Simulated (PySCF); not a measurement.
# Computed properties of C₄H₁₁NSi, SMILES C1C(NC)([SiH3])C1

C4H11NSi, SMILES CNC1([SiH3])CC1. Geometry optimised at B3LYP-D3(BJ)/def2-SVP. The structure was generated by enumeration, and PubChem lists no compound with its InChIKey, so it may never have been made. Other conformers were not sampled. All values are computed for the isolated molecule unless a solvent is named; none is compared with measurement here.

**Structure.** All 45 harmonic modes at B3LYP-D3(BJ)/def2-SVP (PySCF) are real, so it is a minimum. With heavy atoms numbered as in [CH3:1][NH:2][C:3]1([SiH3:4])[CH2:5][CH2:6]1, the shortest bond between them is N2–C3 at 1.447 Å and the longest C3–Si4 at 1.892 Å.

**Vibrations.** The strongest infrared lines (harmonic, unscaled, degenerate partners summed) lie at 931 cm⁻¹ (237 km/mol, H 91 %, Si 8 %), 2214 cm⁻¹ (121 km/mol, H 96 %), 2202 cm⁻¹ (116 km/mol, H 97 %). The softest mode is at 86 cm⁻¹ and the zero-point energy is 88.4 kcal/mol.

**Electronic structure.** B3LYP/def2-TZVP (PySCF) places the frontier levels at -6.07 and 0.49 eV, a gap of 6.56 eV, and gives a dipole moment of 0.43 D and a mean polarisability of 83.0 bohr³. PBE/def2-TZVP (PySCF) at the same geometry gives -4.97 and -0.11 eV, so its gap is 1.70 eV narrower. An orbital gap is neither the optical nor the fundamental gap.

**Excitations.** TDA-B3LYP/def2-SVPD (PySCF) has S1 at 5.43 eV (228 nm, f = 0.001, dark); the most intense of the 6 singlets computed lies at 6.13 eV (f = 0.07). T1 (TDA) is at 5.25 eV, 0.18 eV under S1. TDA-PBE/def2-SVPD (PySCF) puts S1 at 4.83 eV. No vertical singlet excitation falls in the visible range (under 3.1 eV).

**NMR.** GIAO shifts at PBE0/pcSseg-1 (PySCF) (non-relativistic, atoms alike by connectivity averaged): ¹³C from 17.5 to 37.9 ppm against TMS; ¹H from 0.6 to 4.2 ppm against TMS; ²⁹Si at -64.8 ppm against TMS.
